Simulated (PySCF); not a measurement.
**PdF₃, doublet: molecular constants**

These are results of PySCF, UPBE0, basis Pd def2-SVP with ECP28, F def2-SVP (scalar-relativistic core potentials, no spin–orbit coupling, density fitting), not measurements.

The structure is a minimum.

| Quantity | Value |
| --- | --- |
| Point group | Cs |
| Bond lengths | Pd–F 1.838 Å (×2), Pd–F 1.865 Å |
| Bond angles | F–Pd–F 94.8° (×2), F–Pd–F 165.3° |
| Dipole moment | 2.82 D |
| Heat capacity Cp at 298.15 K | 68.6 J/(mol K) |
| Enthalpy at 298.15 K above 0 K | 15.92 kJ/mol |
| Principal polarisabilities | 16.8, 28.5, 45.1 bohr³ |
| Entropy at 298.15 K and 1 bar (electronic part: spin only) | 323.2 J/(mol K) |
| Rotational symmetry number | 1 |
| Atomisation energy without zero-point energy | 800 kJ/mol |
| Lowest empty level (β) | -6.53 eV |
| Zero-point energy | 14.5 kJ/mol |
| Principal quadrupole moments (Buckingham, traceless) about the centre of mass | -7.64, 1.88, 5.76 D Å |
| Highest occupied level (β) | -9.71 eV |
| Rotational constants | 0.2695, 0.1326, 0.08966 cm⁻¹ |
| Spin squared ⟨S²⟩ | 0.757 |

Harmonic modes (masses in u: Pd 105.903, F 18.998):
| symmetry | ω (cm⁻¹) | IR (km/mol) | μ (u) |
| --- | --- | --- | --- |
| a' | 106 | 20.0 | 23.38 |
| a'' | 180 | 2.1 | 20.02 |
| a' | 201 | 16.4 | 24.28 |
| a' | 601 | 31.6 | 21.18 |
| a' | 633 | 1.0 | 19.34 |
| a'' | 708 | 113 | 24.35 |

Charges (e):
```
atom  Mulliken  Löwdin  polar tensor  spin (Mulliken)  Mayer order to Pd1
 Pd1      0.95    0.39          1.42             0.64                   –
F2,4     -0.32   -0.13         -0.51             0.18                0.95
  F3     -0.31   -0.14         -0.40            -0.01                0.96
```

Mulliken populations on Pd1 (electrons outside its core potential): s 2.36, p 6.35, d 8.32, f 0.01.

Outer orbital energies (eV). α occupied: -12.75, -12.57, -12.27, -11.38, -10.67, -10.54, -10.35, -9.98; empty: -5.59, -1.13, 0.21, 1.42. β occupied: -12.84, -12.43, -12.11, -11.46, -11.16, -10.34, -10.15, -9.71; empty: -6.53, -5.34, -1.03, 0.27.

Formally Pd is in oxidation state +3, d7, with 1 unpaired electron (the high-spin count would be 3). The Mulliken spin on Pd is 0.64. The polar-tensor charge on Pd, 1.42, is far below the formal one.

Other isomers or separated fragments may lie lower. Other spin states or occupations of the open shell can lie lower.

The final relaxation and frequency run took 88 s on 2 threads of a shared Arm Neoverse V1 host, with 73 basis functions and 21 gradients; the process peaked at 0.89 GiB.
